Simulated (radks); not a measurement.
Task: Species: Hg2+. Configuration: [Xe] 4f14 5d10. Calculated with a radial shooting solver on a logarithmic mesh with Libxc functionals: scalar-relativistic Kohn-Sham, PBE, spin-unpolarised, spherical densities, point nucleus. Some entries of the table are withheld. Estimate them.

orbital  occ.  eigenvalue (hartree)  <1/r> (bohr^-1)
1s          2             -3057.819            97.67
2s          2             -542.5109            22.91
2p          6             -467.8245              (1)
3s          2             -129.2763            8.490
3p          6             -107.7030            7.721
3d         10             -85.03275            7.259
4s          2             -28.97436            3.644
4p          6             -21.90319            3.284
4d         10             -13.52054            2.947
5s          2              -5.04935            1.504
4f         14              -4.22824            2.534
5p          6              -3.15256            1.278
5d         10              -1.05771              (2)

Result: 
(1) 2p <1/r> (bohr^-1): 20.28
(2) 5d <1/r> (bohr^-1): 0.9088
